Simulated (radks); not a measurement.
Values are calculated unless marked as measured or tabulated.
Task: Species: Zn12+. Configuration: [Ar] (the NIST ground configuration). Level of theory: non-relativistic Kohn-Sham, LDA (Slater exchange, Perdew-Wang correlation), spin-unpolarised, spherical densities, point nucleus (a radial shooting solver on a logarithmic mesh with Libxc functionals). Some entries of the table are withheld. Estimate them.

orbital,occ.,eigenvalue (hartree),<r> (bohr)
1s,2,-358.5301,0.05120
2s,2,-55.35011,0.2293
2p,6,-50.47997,0.1991
3s,2,(1),(2)
3p,6,(3),0.6080

Result: 
(1) 3s eigenvalue (hartree): -16.28328
(2) 3s <r> (bohr): 0.6142
(3) 3p eigenvalue (hartree): -14.69456
